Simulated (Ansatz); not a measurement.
A nudged elastic band was laid between two geometries of GaH₃ (4 atoms, charge 0, multiplicity 1).

These are results of Ansatz, RKS revPBE-D4/def2-mTZVP, not measurements.

```yaml
movable_images: 7
climbing_image: yes
spring: 5.0 eV/Å²
optimiser: quadratic models (default)
start_path: through a guess of the saddle point
force_threshold: 0.05 eV/Å
iteration_limit: 60
end_points: relaxed
```

First end point:

```xyz
4
Properties=species:S:1:pos:R:3
Ga 0.394 0.000 0.228
H 0.395 0.000 1.813
H 1.768 0.000 -0.564
H -0.978 0.000 -0.565
```

Last end point:

```xyz
4
Properties=species:S:1:pos:R:3
Ga -0.059 0.000 -1.297
H 1.078 0.000 1.286
H 1.737 0.000 0.922
H -1.177 0.000 0.001
```

Which bonds break or form, and what moves?

Bonds broken: Ga1–H2, Ga1–H3. Bonds formed: H2–H3. GaH3 becomes GaH + H2.

Give the energies along the band, and the barrier.

The run converged. The highest image is number 4 of 0 to 8, 2.27 eV above the first end and 1.60 eV above the last; the last end lies 0.66 eV above the first. A vibrational analysis at the climbing image gives one clearly imaginary mode, 933i cm⁻¹: a first-order saddle point. The orbitals stay closed-shell, which can raise the energy where a bond breaks towards radicals; this wasn't checked here.

```csv
image,path coordinate (Å),energy (eV),Ga1–H2 (Å),Ga1–H3 (Å),H2–H3 (Å)
0,0.00,0.00,1.59,1.59,2.74
1,0.37,0.22,1.57,1.57,2.50
2,0.73,0.88,1.58,1.54,2.20
3,1.10,1.82,1.69,1.53,1.90
4,1.46,2.27,1.88,1.58,1.61
5,1.81,1.85,1.98,1.69,1.20
6,2.16,0.89,2.17,1.97,0.83
7,2.51,0.68,2.51,2.43,0.76
8,2.87,0.66,2.82,2.85,0.75
```

What is the geometry of the highest image?


```xyz
4
Properties=species:S:1:pos:R:3
Ga 0.420 0.000 -0.582
H 0.492 0.000 1.300
H 1.744 0.000 0.284
H -1.077 0.000 -0.091
```

What are the harmonic wavenumbers there?

933i, 316, 730, 1155, 1903, 1941 cm⁻¹.

Run time: 53 s on 1 thread of Arm Neoverse V1, on a shared host, peak memory 0.089 GiB.
